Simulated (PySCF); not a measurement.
# Peak assignment

Mapped SMILES: `[F:1][C:2]1=[CH:3][c:4]2[cH:5][cH:6][cH:7][cH:8][c:9]2[SiH2:10]1` (H(Xn): hydrogen on atom n).

[PySCF 2.14: structure optimised with PBE0-D3(BJ)/def2-SVP; shielding tensors at PBE0/pcSseg-1 (GIAO); fast rotation and ring inversion assumed for equivalent nuclei; no relativistic terms; one conformer; gas phase]

References, each an isolated molecule treated in the same way: TMS for 13C and 1H.

(1) Assign these signals to the numbered atoms. 13C{1H} NMR (computed): δ 181.9, 152.7, 139.5, 136.9, 135.5, 131.9, 130.0, 129.7.

(2) Assign these signals to the numbered atoms. 1H NMR (300 MHz, computed): δ 7.53 (d, 1H), 7.42 (m, 1H), 7.23 (d, 1H), 7.23 (m, 1H), 6.78 (m, 1H), 4.84 (m, 2H).

Answers

(1) 
```tsv
δ (ppm)	atoms	environment	reason
181.9	C2	fully substituted alkene carbon	–
152.7	C4	substituted aromatic carbon	–
139.5	C8	aromatic CH	the aromatic region
136.9	C6	aromatic CH	–
135.5	C3	alkene CH	as expected for a trigonal carbon in a double bond
131.9	C7	aromatic CH	the aromatic region
130.0	C9	substituted aromatic carbon	–
129.7	C5	aromatic CH	the aromatic region
```

C6 and C3; C7 and C9; C9 and C5 lie closer than the usual error of such a calculation, so a measured spectrum could show them in the other order.

(2) 
7.53 → H(C8), hydrogen on an aromatic CH: ring-current deshielding
7.42 → H(C6), hydrogen on an aromatic CH
7.23 → H(C5), hydrogen on an aromatic CH
7.23 → H(C7), hydrogen on an aromatic CH
6.78 → H(C3), hydrogen on an alkene CH: attached to an sp2 carbon and in the plane of the double bond
4.84 → H(Si10), hydrogen on a silicon bonded to 2 C, in a 5-membered ring

H(C8) and H(C6); H(C5) and H(C7) lie closer than the usual error of such a calculation, so a measured spectrum could show them in the other order.

Splittings by 19F in the carbon and heteronuclear signals aren't shown, as no couplings were computed. Shifts are as computed. Against solution values, carbons near 30 ppm lie about +2 ppm off and those near 130 ppm about +5 ppm. Of 1211 compounds with measured shifts, 218 miss one by over three times the rms of a fit or turn the order of signals round; such compounds aren't used in these exercises. No couplings were computed; multiplicities are counted from neighbouring protons, with m where these are inequivalent, close in shift, in a saturated or five-membered ring or joined by F or P, and br s for small geminal =CH2 splittings.
